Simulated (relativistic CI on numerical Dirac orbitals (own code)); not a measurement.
**Hyperfine structure of Rh XX, mass number 103**

Calculated at this level of theory: Dirac-Coulomb-Breit CI, KLI orbitals optimised for each configuration, QED by a radiative potential, unscaled Slater integrals (own radial code, finite nucleus).

Configuration list (outside the closed core [Ne]): 3s2 3p6 3d8, 3s2 3p5 3d9, 3s2 3p4 3d10, 3s 3p6 3d9, 3p6 3d10, 3s2 3p6 3d7 4s, 3s 3p5 3d10, 3s2 3p6 3d7 4p, 3s2 3p6 3d7 4d, 3s2 3p6 3d7 4f, 3s2 3p6 3d6 4s2, 3s2 3p5 3d8 4s, 3s2 3p4 3d9 4s, 3s2 3p6 3d6 4s 4p, 3s2 3p4 3d9 4p, 3s2 3p5 3d8 4p. Levels of other configurations are missing.

Nuclear spin I = 1/2, μ = -0.08829 μN (tables of Stone and Pyykkö). The electronic factors are computed for point nuclear moments, without core polarisation or the Bohr-Weisskopf and QED corrections.

| Level | E (cm⁻¹) | A (MHz) |
| --- | --- | --- |
| 3s2 3p6 3d8 3F_4 | 0 | -981.4 |
| 3s2 3p6 3d8 3F_3 | 36299 | -1381 |
| 3s2 3p6 3d8 3P_2 | 67689 | -1335 |
| 3s2 3p6 3d8 3P_1 | 90772 | 67.76 |
| 3s2 3p6 3d8 1D_2 | 104628 | -1890 |
| 3s2 3p6 3d8 1G_4 | 104950 | -1495 |
| 3s2 3p5 3d9 3F°_4 | 1438048 | -2465 |
| 3s2 3p5 3d9 1D°_2 | 1466574 | -1957 |

Levels with J = 0, under 50 % of one LS term, or S terms without an open s electron are left out. Small factors come from cancelling terms and can be off by tens of per cent or more.

At this charge energies of transitions that change n are usually good to better than 1 %, and those within a shell (Δn = 0) to a few per cent. Terms inside the open d or f shell come out 10 to 20 % too wide with unscaled integrals.

(1) Give the hyperfine levels of 3s2 3p6 3d8 3F_4 relative to its centre of gravity.

## Answers

(1) With K = F(F + 1) − I(I + 1) − J(J + 1), E = AK/2: F = 7/2: 2454, F = 9/2: -1963 MHz.

LS names give the leading component of a level, which can be under half, so a name can repeat, a term be missing and a line seem to break the LS rules.
